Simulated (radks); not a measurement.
Results of a calculation; reference values are marked as such.
Task: The fluorine anion F-, [Ne], held by a Watson sphere: a shell of charge +1 at radius R that stands for the Madelung well of a crystal (potential energy -1/R inside, -1/r outside, in hartree with lengths in bohr). Level of theory: non-relativistic Kohn-Sham, LDA (Slater exchange, VWN5 correlation), spin-polarised, spherical densities, point nucleus (a radial shooting solver on a logarithmic mesh with Libxc functionals). Response by self-consistent Sternheimer equations with the Hartree and adiabatic LDA kernel. The sphere does not respond.

R (bohr)  e(1s) (eV)  e(2s) (eV)  e(2p) (eV)  <r> 2p (bohr)  sum of <r^2> (bohr^2)  X-ray form factor at sin(theta)/lambda = 0.2 1/angstrom  alpha (bohr^3)
1.68         -654.00     -28.352     -10.269          1.191                  14.24                                                    7.043           6.477
1.87         -653.77     -27.655      -9.671          1.209                  14.70                                                    6.996           7.233
2.44         -652.81     -25.915      -8.081          1.250                  15.83                                                    6.906           9.718
2.49         -652.72     -25.784      -7.957          1.252                  15.91                                                    6.901           9.947
2.96         -651.89     -24.701      -6.907          1.274                  16.59                                                    6.866           12.13
3.8          -650.62     -23.248      -5.466          1.299                  17.46                                                    6.839           15.99

Estimate the row for R = 2.14 bohr.

Result: e(1s) (eV) -653.34; e(2s) (eV) -26.769; e(2p) (eV) -8.877; <r> 2p (bohr) 1.230; sum of <r^2> (bohr^2) 15.28; X-ray form factor at sin(theta)/lambda = 0.2 1/angstrom 6.946; alpha (bohr^3) 8.378.
